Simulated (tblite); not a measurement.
Compound: C₄H₆ClFOSi.
Atom-mapped SMILES: `[CH3:1]/[C:2]([SiH3:3])=[C:4](\[Cl:5])[C:6](=[O:7])[F:8]` (hydrogens: H9, H10, H11 on C1; H12, H13, H14 on Si3)

Geometry (GFN2-xTB, Å), atoms numbered from 1 in this order:
```xyz
14
C4H6ClFOSi angstrom
C     -1.7706    0.6039   -0.0676
C     -0.3529    0.1763   -0.0175
Si     0.0321   -1.6937    0.0550
C      0.6651    1.0511   -0.0210
Cl     0.4840    2.7848   -0.0825
C      2.0167    0.5480    0.0292
O      2.3364   -0.6045    0.0744
F      2.9785    1.4915    0.0227
H     -1.8735    1.6856   -0.1069
H     -2.2499    0.1619   -0.9403
H     -2.2938    0.2212    0.8078
H     -1.3210   -2.2792    0.0428
H      0.7040   -2.1160   -1.1651
H      0.6440   -2.0312    1.3318
```

Method: GFN2-xTB as coded in tblite; computed harmonic values from a numerical Hessian at the method's own geometry, unscaled. Errors from tens to a few hundred cm⁻¹ against measured bands are possible. Modes of hydrogen on silicon can be 10 to 20 % off. One conformer, not necessarily the lowest.

Harmonic wavenumbers (cm⁻¹): 80.2, 86.8, 97.7, 150.9, 210.5, 224.5, 266.3, 316.8, 337.1, 424.9, 436.0, 450.8, 563.9, 578.8, 659.7, 685.0, 715.7, 746.3, 830.6, 857.5, 953.3, 992.4, 1018.8, 1186.9, 1214.0, 1382.4, 1450.1, 1453.0, 1581.2, 1745.5, 2178.6, 2315.2, 2336.8, 3002.4, 3019.8, 3040.3.

A = 1812, B = 1252, C = 750.8 MHz; mass 151.986 u (most abundant isotopes); point group Cs, symmetry number 1.

Q: What is the zero-point energy?

A: Half the sum of the wavenumbers: 18795 cm⁻¹ = 53.74 kcal/mol.

Q: Give the ideal-gas entropy at 500 K and 1 bar in the rigid-rotor, harmonic-oscillator model (classical rotation).

A: Translation 43.56, rotation 31.17, vibration 45.72: S = 120.4 cal/(mol K).

Q: And Cp and H(500 K) − H(0)?

A: Cp = 49.59 cal/(mol K), of which vibrations give 41.64 (their classical limit is 36 R = 71.5); H(500 K) − H(0) = 15.71 kcal/mol without the zero-point energy, 11.74 from vibrations.

Q: Which modes carry the vibrational entropy at 500 K?

A: 80.2 cm⁻¹: 4.91; 86.8 cm⁻¹: 4.75; 97.7 cm⁻¹: 4.52; 150.9 cm⁻¹: 3.66; 210.5 cm⁻¹: 3.01; 224.5 cm⁻¹: 2.89 cal/(mol K); the other 30 give 21.98 together.

Q: How do the functions run with temperature in this model?

A: 
```tsv
T (K)	S (cal/(mol K))	Cp (cal/(mol K))	H − H(0) (kcal/mol)	G − H(0) (kcal/mol)	ln q(vib)
100	68.9	18.4	1.25	-5.65	1.26
200	85.0	28.7	3.62	-13.38	3.72
300	98.3	37.3	6.93	-22.55	6.27
800	146.4	60.5	32.39	-84.71	17.80
1000	160.4	65.1	44.98	-115.42	21.71
```

q(vib) and H(0) count from the zero-point level.

Hindered rotation and anharmonicity are outside this model. Other conformers, if any are populated, would add a mixing term that is left out.
